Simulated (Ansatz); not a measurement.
Cost and result for the atomization energy of `BN=C=C` (8 atoms, 7 bonds).

```csv
atom,x (Å),y (Å),z (Å)
B1,0.894,0.786,1.536
N2,0.260,0.228,0.447
C3,-0.290,-0.255,-0.498
C4,-0.892,-0.784,-1.533
H5,1.859,0.237,1.976
H6,0.452,1.795,1.998
H7,-0.515,-1.697,-1.973
H8,-1.768,-0.310,-1.953
```

Charge 0, multiplicity 1. The structure was optimised at the PBE0-D4/def2-TZVP level. Program: Ansatz. All runs use 2 threads of an Arm Neoverse V2 on a shared host. Times are those of one run each, without the atoms' runs, and a repeat can differ threefold. Electronic energies, without spin–orbit coupling; frozen cores. CCSD(T)/CBS adds CCSD(T) − MP2 in def2-TZVPP to the MP2 limit, and its time is that of the two runs behind it. T1 = 0.017. B3LYP takes the VWN-RPA correlation (the form of Gaussian; ORCA's B3LYP/G).

CCSD(T)/CBS is a level of theory with its own doubt, some kJ/mol a heavy atom from the limit and from the frozen cores, so smaller differences don't rank the functionals.

```json
{"level": "revPBE-D4/def2-TZVPP", "functions": "180", "wall time": "1.3 s"}
{"level": "CCSD(T)/def2-SVP", "functions": "76", "wall time": "1.4 s"}
{"level": "BHLYP-D4/def2-TZVPP", "functions": "180", "wall time": "1.5 s"}
{"level": "PBE-D4/def2-TZVPP (with forces)", "functions": "180", "wall time": "1.6 s"}
{"level": "PBE0-D4/def2-TZVPP", "functions": "180", "wall time": "1.6 s"}
{"level": "B3LYP-D4/def2-TZVPP (with forces)", "functions": "180", "wall time": "2.2 s"}
{"level": "B2PLYP/def2-TZVPP", "functions": "180", "wall time": "2.8 s"}
{"level": "PBE-QIDH/def2-TZVPP", "functions": "180", "wall time": "2.8 s"}
{"level": "ωB97X-V/def2-TZVPP", "functions": "180", "wall time": "4.8 s"}
{"level": "B97M-V/def2-TZVPP", "functions": "180", "wall time": "5 s"}
{"level": "MP2/def2-QZVPP", "functions": "348", "wall time": "9.5 s"}
{"level": "CCSD(T)/def2-TZVPP", "functions": "180", "wall time": "27 s"}
{"level": "CCSD(T)/CBS(def2)", "functions": "–", "wall time": "36 s"}
```

**Question.** What atomization energy does each give, and how far from CCSD(T)/CBS? (Estimate.)

**Answer.** The calculation gave: 
| level | atomization (kJ/mol) | difference from CCSD(T)/CBS | per bond |
| --- | --- | --- | --- |
| revPBE-D4/def2-TZVPP | 3347.5 | 69.7 | 9.9 |
| CCSD(T)/def2-SVP | 3142.0 | -135.8 | -19.4 |
| BHLYP-D4/def2-TZVPP | 3218.8 | -59.0 | -8.4 |
| PBE-D4/def2-TZVPP (with forces) | 3440.7 | 162.9 | 23.3 |
| PBE0-D4/def2-TZVPP | 3348.5 | 70.7 | 10.1 |
| B3LYP-D4/def2-TZVPP (with forces) | 3347.2 | 69.4 | 9.9 |
| B2PLYP/def2-TZVPP | 3300.6 | 22.8 | 3.3 |
| PBE-QIDH/def2-TZVPP | 3290.4 | 12.6 | 1.8 |
| ωB97X-V/def2-TZVPP | 3305.5 | 27.7 | 4.0 |
| B97M-V/def2-TZVPP | 3333.6 | 55.8 | 8.0 |
| MP2/def2-QZVPP | 3318.9 | 41.1 | 5.9 |
| CCSD(T)/def2-TZVPP | 3194.5 | -83.3 | -11.9 |
| CCSD(T)/CBS(def2) | 3277.8 | 0.0 | 0.0 |

From PBE to PBE0 (25 % exact exchange), in def2-TZVPP and without D4, the atomization energy moves by −90.4 kJ/mol: exact exchange takes away binding that semilocal exchange gives to molecules. Leaving LDA and LC-ωPBE aside and taking each functional with its dispersion term where it has one, the values spread over 221.9 kJ/mol, from BHLYP-D4 to PBE-D4. LDA lies +398.3 kJ/mol from PBE without D4, its usual overbinding. The D4 term adds +17.2 kJ/mol with B3LYP and +9.0 kJ/mol with PBE0; it sums over pairs of atoms, weighted by their polarisabilities, and B3LYP, whose exchange is more repulsive, gets the larger term.
